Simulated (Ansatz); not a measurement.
Two isomers of CH8O3Si2: A = `C[SiH](O)[SiH](O)O`, B = `CO[SiH](O)[SiH2]O`.

Calculated with Ansatz (gas phase, PBE0-D4/def2-TZVP geometries, no zero-point term in ΔE). CCSD(T)/CBS is the MP2 limit (def2-TZVPP, def2-QZVPP) plus CCSD(T) − MP2 in def2-TZVPP, frozen cores. DFT in def2-TZVPP. B3LYP here is the variant with VWN-RPA as its local correlation; programs differ in this. One conformer a species, not always the lowest.

Which isomer does CCSD(T)/CBS put lower? Give the gap. (An estimate is asked.)

Computed: A, by 107.7 kJ/mol.

Give E(B) − E(A) in kJ/mol with B2PLYP, CCSD/def2-TZVPP, r2SCAN-D4, B3LYP, PBE-D4, HF/def2-TZVPP, MP2/def2-TZVPP. (Estimate.)

Computed: B2PLYP 102.5, CCSD/def2-TZVPP 102.4, r2SCAN-D4 108.5, B3LYP 98.3, PBE-D4 106.6, HF/def2-TZVPP 86.8, MP2/def2-TZVPP 111.4. None reverses the order clearly.

Largest T1 diagnostic: 0.012.

In def2-TZVPP, CCSD(T) changes the Hartree–Fock value by +17.4 kJ/mol (the triples alone add +1.8 kJ/mol) and MP2 by +24.6 kJ/mol.
